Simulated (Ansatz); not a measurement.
A nudged elastic band was laid between two geometries of CH4NPSi (8 atoms, charge 0, multiplicity 1).

Method: Ansatz, RKS r2SCAN-D4/STO-3G.

```yaml
movable_images: 6
climbing_image: no
spring: 5.0 eV/Å²
optimiser: quadratic models (default)
start_path: through a guess of the saddle point
force_threshold: 0.03 eV/Å
iteration_limit: 60
end_points: relaxed
```

Initial state:

```xyz
8
Properties=species:S:1:pos:R:3
N 2.046 -0.560 2.102
C 1.275 -0.086 1.316
Si 0.096 0.606 0.085
P -1.410 -0.949 -0.446
H 0.906 1.067 -1.027
H -0.534 1.752 0.708
H -0.473 -1.674 -1.215
H -1.815 -0.212 -1.581
```

Final state:

```xyz
8
Properties=species:S:1:pos:R:3
N 2.349 -0.297 1.634
C 1.334 0.208 1.122
Si 0.407 0.505 -0.594
P -1.355 -0.860 -0.566
H 0.456 0.674 1.652
H -0.301 1.756 -0.260
H -0.801 -1.843 -1.410
H -1.996 -0.199 -1.633
```

(1) What changes between the two ends?

(2) Give the energies along the band, and the barrier.

Results:

(1) Bonds broken: Si3–H5. Bonds formed: C2–H5.

(2) The run ended unconverged. The highest image is number 3 of 0 to 7, 4.04 eV above the first end and 0.71 eV above the last; the last end lies 3.33 eV above the first. The band didn't meet its force threshold, so its energies are provisional: the largest band force was still 0.28 eV/Å, and over the last iterations the top stayed at 4.04 eV. Neighbouring images lie up to 1.6 Å apart, so the band is torn or far too coarse. Inner images lie below an end point, which means an intermediate or an end that isn't the lowest structure nearby. The orbitals stay closed-shell, which can raise the energy where a bond breaks towards radicals; this wasn't checked here. Limits of this set-up: minimal basis.

```tsv
image	path coordinate (Å)	energy (eV)	Si3–H5 (Å)	C2–H5 (Å)
0	0.00	0.00	1.45	2.64
1	1.57	1.97	1.47	2.02
2	3.14	3.94	2.29	1.11
3	4.77	4.04	3.35	1.09
4	6.39	3.39	2.76	1.11
5	8.02	3.20	2.69	1.11
6	9.66	3.29	2.55	1.11
7	11.29	3.33	2.25	1.13
```

Time of the run: 5.4 min on 1 thread of AMD EPYC 9R45 96-Core Processor (Zen 5), on a shared host, peak memory 0.14 GiB.
